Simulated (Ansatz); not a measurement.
Program: Ansatz. Geometries: PBE0-D4/def2-TZVP. ΔE: electronic, gas phase. CCSD(T)/CBS adds triple-zeta CCSD(T) − MP2 to the extrapolated MP2 energy (def2 sets, frozen cores). This one scheme is used for every species. Functionals use def2-TZVPP. B3LYP here is the variant with VWN-RPA as its local correlation; programs differ in this. Elements past krypton have def2 core potentials. For Sn outer-core shells are correlated without core-valence functions, which leaves a few kJ/mol of doubt a bond. Each species was taken in one conformer, which may not be the lowest.

Reaction (ligand exchange at the Sn–N bond): `C[SiH2][NH][SnH3]` + `[AlH2][SH]` → `[AlH2][S][SnH3]` + `C[SiH2]N`

`C[SiH2][NH][SnH3]`:

Z-matrix (Å, degrees):
```
C
Si 1 1.867
H 1 1.093 2 111.4
H 1 1.093 2 110.0 3 -119.7
H 1 1.094 2 111.6 3 121.4
N 2 1.718 1 108.8 3 -59.0
H 2 1.496 1 108.3 3 177.6
H 2 1.492 1 110.3 3 61.7
Sn 6 2.024 2 127.9 1 -24.0
H 6 1.009 2 117.4 1 170.6
H 9 1.707 6 108.8 2 70.6
H 9 1.709 6 109.7 2 -49.4
H 9 1.705 6 105.6 2 -169.6
```

`[AlH2][SH]`:

Cartesian coordinates in Å:
```
Al 0.199 0.559 0.269
S 0.317 -1.553 -0.262
H 1.403 1.145 1.105
H -1.061 1.393 -0.197
H -0.858 -1.545 -0.914
```

`[AlH2][S][SnH3]`:

Cartesian coordinates in Å:
```
Al -1.362 1.172 0.790
S -1.245 -0.076 -0.982
Sn 0.992 -0.929 -0.687
H -0.106 1.232 1.756
H -2.698 1.974 1.047
H 2.090 0.374 -0.673
H 1.260 -1.946 -2.027
H 1.068 -1.802 0.775
```

`C[SiH2]N`:

Z-matrix (Å, degrees):
```
C
Si 1 1.871
H 1 1.093 2 111.2
H 1 1.094 2 110.5 3 119.8
H 1 1.093 2 111.2 3 -120.4
N 2 1.720 1 116.4 3 60.2
H 2 1.489 1 108.4 3 -179.4
H 2 1.489 1 108.4 3 -60.3
H 6 1.007 2 120.7 1 73.7
H 6 1.007 2 120.7 1 -73.5
```

| level | ΔE (kcal/mol) |
| --- | --- |
| B3LYP-D4 | -14.9 |
| B3LYP | -15.8 |

**Question.** What does CCSD(T)/CBS give? (An estimate is asked.)

**Answer.** Computed: -14.8 kcal/mol. The listed levels differ from it by -0.1, -1.0 kcal/mol.

Largest T1 diagnostic among the species: 0.013.

In def2-TZVPP, CCSD(T) changes the Hartree–Fock value by +2.2 kcal/mol (the triples alone add +0.1 kcal/mol) and MP2 by +1.4 kcal/mol. The D4 term adds +1.0 kcal/mol with B3LYP and +0.6 kcal/mol with PBE0; it sums over pairs of atoms, weighted by their polarisabilities, and B3LYP, whose exchange is more repulsive, gets the larger term.
